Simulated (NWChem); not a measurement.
Molecule: C₂H₉NSi; SMILES C[SiH](C)N

```xyz
13

Si    -0.0534    -0.0166     0.3606
C     -0.2071     1.7694    -0.2268
C      1.6054    -0.7065    -0.1845
N     -1.2946    -1.0968    -0.2065
H     -0.1627    -0.0155     1.8554
H     -0.1323     1.8379    -1.3245
H     -1.1735     2.2066     0.0712
H      0.5907     2.3968     0.2038
H      1.7462    -1.7316     0.1901
H      1.6793    -0.7336    -1.2842
H      2.4351    -0.0846     0.1868
H     -1.3254    -1.3443    -1.1899
H     -2.2368    -0.9999     0.1562
```
Atoms are numbered in this order, from 1.

Program: NWChem. Pople sets run with spherical d functions. Medium grid unless said otherwise, to which SCAN and Minnesota functionals are sensitive. Coordinates come from a PBE0/def2-SVP optimisation. Hybrids' shares of exact exchange are those that their runs print; pure functionals count as 0. The functionals differ in more than this share.

```csv
row,share of exact exchange,orbital gap (eV)
PBE/6-31G*,0.00,6.22
SCAN/6-31G*,0.00,7.04
B3LYP/6-31G*,0.20,8.06
PBE0/6-31G*,0.25,8.62
M05-2X/6-31G*,0.56,withheld
```

Question: Fit a straight line of the last column on the one before it, predict the withheld value, and compare with the run.

Answer: 
1. Means of the 4 shown rows: x = 0.113, y = 7.485. Slope Σ(x − x̄)(y − ȳ)/Σ(x − x̄)² = 0.3987/0.05188 = 7.687; intercept 6.620.
2. The shown rows scatter about the line by 0.297 (root mean square); the largest residual is +0.42, at SCAN/6-31G*.
3. At x = 0.56 (M05-2X/6-31G*; beyond the shown range) the line gives 10.92.
4. The run gives 11.05, +0.13 from the line, 0.4 times the scatter.
